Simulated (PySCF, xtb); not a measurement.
SnHF, SMILES [F][SnH] (connectivity only; charge and spin as stated), neutral, multiplicity 1.

Harmonic wavenumbers (cm⁻¹) from GFN2-xTB in xtb 6.7.1 at its own minimum, in rising order: 337, 423, 1149.

Q: What does PBE0-D3(BJ)/def2-TZVP (PySCF) give at its own minimum? (Estimate from the structure and the level; the computed values follow.)

A: 584, 616, 1702. Paired by order, the mean absolute difference is 331 cm⁻¹ and the zero-point energies are 2.7 and 4.1 kcal/mol.
